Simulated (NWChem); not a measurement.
System: BH₂S₂F; SMILES FB(S)S

```xyz
6

B      0.0000     0.0000    -0.3631
F      0.0000     0.0000    -1.6903
S      1.6304     0.0000     0.4256
H      1.2045     0.0000     1.7042
S     -1.6304     0.0000     0.4256
H     -1.2045     0.0000     1.7042
```
Atoms are numbered in this order, from 1.

Results from NWChem. Medium grid unless said otherwise, to which SCAN and Minnesota functionals are sensitive. Geometry: optimised at PBE0/def2-SVP. Total energies of different functionals are on different scales.

```json
[
 {"level": "B3LYP/def2-SVP", "energy (Ha)": "-922.0857", "highest occupied level (eV)": "-7.35", "orbital gap (eV)": "6.90", "dipole (D)": "2.33"},
 {"level": "PBE/def2-SVP", "energy (Ha)": "-921.5707", "highest occupied level (eV)": "-6.41", "orbital gap (eV)": "5.24", "dipole (D)": "2.28"},
 {"level": "OLYP/def2-SVP", "energy (Ha)": "-922.0379", "highest occupied level (eV)": "-6.27", "orbital gap (eV)": "5.23", "dipole (D)": "2.25"},
 {"level": "M06/def2-SVP", "energy (Ha)": "-921.9754", "highest occupied level (eV)": "-7.59", "orbital gap (eV)": "7.27", "dipole (D)": "2.41"},
 {"level": "revPBE/def2-SVP", "energy (Ha)": "-921.8617", "highest occupied level (eV)": "-6.38", "orbital gap (eV)": "5.28", "dipole (D)": "2.24"},
 {"level": "MN15-L/def2-SVP", "energy (Ha)": "-921.7915", "highest occupied level (eV)": "-7.00", "orbital gap (eV)": "6.23", "dipole (D)": "2.40"},
 {"level": "LC-BLYP (range parameter 0.33 per bohr)/def2-SVP", "energy (Ha)": "-921.3598", "highest occupied level (eV)": "-9.80", "orbital gap (eV)": "11.60", "dipole (D)": "2.34"},
 {"level": "RPBE/def2-SVP", "energy (Ha)": "-921.9665", "highest occupied level (eV)": "-6.38", "orbital gap (eV)": "5.25", "dipole (D)": "2.22"}
]
```
